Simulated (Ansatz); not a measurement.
Li3Br3⁻, relaxed as a doublet with UKS r2SCAN-D4/def2-SVPD in Ansatz, starting from the GFN1-xTB geometry. Force threshold 0.02 eV/Å.

Another isomer (doublet) lies 0.54 eV lower at PBE0-D4/def2-TZVPD; other spin states weren't run for this one.

Start:

```
atom   x (Å)   y (Å)   z (Å)
 Li1  -0.384   0.012   1.301
 Li2  -1.276   1.083  -0.765
 Li3   1.627  -1.344   0.411
 Br4  -2.216   1.431   1.490
 Br5  -1.196   1.425  -2.981
 Br6   3.444  -2.606   0.544
```

Q: Estimate the energy that the relaxation releases and the steps that it takes.

A: 13.5 kcal/mol, in 21 steps; 1.8 min on 4 threads of Arm Neoverse V2 on a shared host. The force fell under the threshold at step 18, but the optimiser went on. No frequencies were taken in this run, so the end may be a saddle point.

Q: Does the start keep its bonding?

A: By distances, no bond broke or formed, bridged metal pairs apart. The bond that changes most is Li1–Li3, from 2.58 to 3.20 Å (atoms count from 1). Metal–metal contacts that move far: Li1–Li2 2.49 to 4.05 Å, Li1–Li3 2.58 to 3.20 Å.

Q: Predict the relaxed structure.

A: 
```xyz
6

Li    0.1435   -0.2631    0.8493
Li   -2.3836    2.0186   -1.3514
Li    2.6439   -2.2019    1.3010
Br   -1.7494    1.1558    0.8036
Br   -3.0544    2.8824   -3.3566
Br    4.3999   -3.5919    1.7541
```
Bond lengths (bridged metal pairs left out): 4 × Br–Li 2.28 to 2.41 Å.
